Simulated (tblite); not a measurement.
C10H9P.
SMILES with atom numbers: `[CH3:1][c:2]1[cH:3][cH:4][p:5][c:6]2[cH:7][cH:8][cH:9][cH:10][c:11]12` (hydrogens: H12, H13, H14 on C1; H15 on C3; H16 on C4; H17 on C7; H18 on C8; H19 on C9; H20 on C10)

Structure optimised with GFN2-xTB, isolated species.

Q: Give the optimised bond lengths and angles.

A: 
```json
{"bond": "C1–C2", "length (Å)": "1.501", "order": "single"}
{"bond": "C2–C3", "length (Å)": "1.374", "order": "aromatic"}
{"bond": "C3–C4", "length (Å)": "1.393", "order": "aromatic"}
{"bond": "C4–P5", "length (Å)": "1.711", "order": "aromatic"}
{"bond": "P5–C6", "length (Å)": "1.773", "order": "aromatic"}
{"bond": "C6–C7", "length (Å)": "1.409", "order": "aromatic"}
{"bond": "C7–C8", "length (Å)": "1.367", "order": "aromatic"}
{"bond": "C8–C9", "length (Å)": "1.399", "order": "aromatic"}
{"bond": "C9–C10", "length (Å)": "1.368", "order": "aromatic"}
{"bond": "C10–C11", "length (Å)": "1.414", "order": "aromatic"}
{"bond": "C2–C11", "length (Å)": "1.425", "order": "aromatic"}
{"bond": "C6–C11", "length (Å)": "1.419", "order": "aromatic"}
{"bond": "C1–H12, C1–H13, C1–H14", "length (Å)": "1.089", "order": "single"}
{"bond": "C3–H15", "length (Å)": "1.084", "order": "single"}
{"bond": "C4–H16", "length (Å)": "1.083", "order": "single"}
{"bond": "C7–H17", "length (Å)": "1.082", "order": "single"}
{"bond": "C8–H18", "length (Å)": "1.080", "order": "single"}
{"bond": "C9–H19", "length (Å)": "1.081", "order": "single"}
{"bond": "C10–H20", "length (Å)": "1.078", "order": "single"}
```

Bonds in one row agree within 0.01 Å and their mean is given. Orders are formal, as drawn. A selection of angles:
```json
{"angle": "C1–C2–C3", "degrees": "118.3"}
{"angle": "C1–C2–C11", "degrees": "119.9"}
{"angle": "C3–C2–C11", "degrees": "121.7"}
{"angle": "C2–C3–C4", "degrees": "125.5"}
{"angle": "C3–C4–P5", "degrees": "125.7"}
{"angle": "C4–P5–C6", "degrees": "100.0"}
{"angle": "P5–C6–C7", "degrees": "115.4"}
{"angle": "P5–C6–C11", "degrees": "125.1"}
{"angle": "C7–C6–C11", "degrees": "119.5"}
{"angle": "C6–C7–C8", "degrees": "121.6"}
{"angle": "C7–C8–C9", "degrees": "119.2"}
{"angle": "C8–C9–C10", "degrees": "120.4"}
{"angle": "C9–C10–C11", "degrees": "122.0"}
{"angle": "C2–C11–C10", "degrees": "120.9"}
{"angle": "C2–C11–C6", "degrees": "121.9"}
{"angle": "C6–C11–C10", "degrees": "117.2"}
```

The 11 heavy atoms lie in one plane (0.001 Å rms). The 10 C–C bonds span 1.367 Å (C7–C8, aromatic) to 1.501 Å (C1–C2, drawn single), a spread of 0.134 Å. The 6-membered ring C2–C3–C4–P5–C6–C11 has internal angles of 100.0° to 125.7° (sum 720°, against 720° for a flat polygon); it is planar, 0.00 Å rms from its mean plane, widest ring torsion 0°. The 2 C–P bonds span 1.711 Å (C4–P5, aromatic) to 1.773 Å (P5–C6, aromatic), a spread of 0.062 Å. Of the pairs four or more bonds apart, C1···H20 is among the closest relative to their van der Waals radii: 2.51 Å, 87 % of the sum of Bondi's values. The 6-membered ring C6–C7–C8–C9–C10–C11 has internal angles of 117.2° to 122.0°; it is planar, 0.00 Å rms from its mean plane, widest ring torsion 0°.

Point group: Cs (every atom within 0.08 Å of its image). Its GFN2-xTB frequencies are all real (lowest 91 cm⁻¹).

The run took 0.2 s wall on Arm Neoverse V1, one thread, on a shared host. This is the geometry optimisation.

All values are computed, not measured.
